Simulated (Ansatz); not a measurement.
Born–Oppenheimer molecular dynamics of AlH6N3 (10 atoms, charge 0, multiplicity 1). It goes on from the last frame of an earlier run, with new velocities.

Level of theory: RKS PBE-D4/def2-SVP (Ansatz 0.2.0).

```json
{
 "ensemble": "NVT, Langevin thermostat",
 "time step": "0.5 fs",
 "steps asked": "150",
 "set temperature": "500 K",
 "friction": "0.005 /fs",
 "seed": "192403"
}
```

First frame:

```xyz
10
Properties=species:S:1:pos:R:3
Al -0.022 -0.337 0.160
N 0.245 -1.209 1.853
H -0.636 -1.678 2.226
H 1.013 -1.977 1.872
N 1.346 0.652 -0.313
H 1.288 1.209 -1.214
H 2.289 0.730 0.133
N -1.574 -0.307 -0.812
H -2.159 -1.053 -0.634
H -2.114 0.453 -0.943
```

(1) How far do the bonds stretch over the last three quarters of this one trajectory? (Pairs bonded in most of those frames.)

Results:

(1) 
| bond | mean (Å) | spread (Å) | shortest | longest |
| --- | --- | --- | --- | --- |
| Al1–N2 | 1.807 | 0.075 | 1.71 | 1.93 |
| Al1–N5 | 1.825 | 0.038 | 1.76 | 1.87 |
| Al1–N8 | 1.803 | 0.040 | 1.73 | 1.86 |
| N2–H3 | 1.032 | 0.047 | 0.96 | 1.10 |
| N2–H4 | 1.028 | 0.026 | 0.99 | 1.07 |
| N5–H6 | 1.028 | 0.011 | 1.01 | 1.05 |
| N5–H7 | 1.030 | 0.034 | 0.97 | 1.09 |
| N8–H9 | 1.028 | 0.035 | 0.97 | 1.08 |
| N8–H10 | 1.044 | 0.079 | 0.92 | 1.16 |

Mean temperature of the second half: 541 K. A run of 0.075 ps of so small a system gives no equilibrium averages.

The run took 110 s on 2 threads of Intel(R) Xeon(R) 6975P-C (Granite Rapids) (shared host), peak memory 0.14 GiB.
